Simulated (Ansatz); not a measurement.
Reaction (ligand exchange at a B–O bond): `OB(O)O` + `C=CCO` → `C=CCOB(O)O` + H₂O

Isolated molecules relaxed with PBE0-D4/def2-TZVP in Ansatz; ΔE leaves out vibrations. CBS: MP2 limit from def2 TZ/QZ plus the TZ coupled-cluster correction, frozen cores. This one scheme is used for every species. Functionals use def2-TZVPP. B3LYP here is the variant with VWN-RPA as its local correlation; programs differ in this. One conformer a species, not always the lowest.

| level | ΔE (kJ/mol) | difference from CCSD(T)/CBS |
| --- | --- | --- |
| PBE-D4 | 5.8 | 6.3 |
| r2SCAN-D4 | 5.5 | 6.0 |
| B3LYP-D4 | 3.1 | 3.6 |
| ωB97X-V | 4.0 | 4.5 |
| ωB97M-V | 3.8 | 4.3 |
| r2SCAN | 6.9 | 7.4 |
| PBE0 | 8.2 | 8.7 |
| B3LYP | 8.2 | 8.7 |
| HF/def2-TZVPP | 8.1 | 8.6 |
| MP2/def2-TZVPP | 1.5 | 2.0 |
| CCSD/def2-TZVPP | 2.7 | 3.2 |
| CCSD(T)/def2-TZVPP | 1.9 | 2.4 |
| HF/def2-QZVPP | 7.3 | 7.8 |
| SCS-MP2/def2-QZVPP | 1.2 | 1.7 |
| MP2/CBS(def2) | -0.9 | -0.4 |
| CCSD/CBS(def2) | 0.4 | 0.9 |
| CCSD(T)/CBS | -0.5 | 0 |

Largest T1 diagnostic among the species: 0.012.

The D4 term adds −5.1 kJ/mol with B3LYP and −3.2 kJ/mol with PBE0; it sums over pairs of atoms, weighted by their polarisabilities, and B3LYP, whose exchange is more repulsive, gets the larger term. In def2-TZVPP, CCSD(T) changes the Hartree–Fock value by −6.2 kJ/mol (the triples alone add −0.8 kJ/mol) and MP2 by −6.6 kJ/mol.
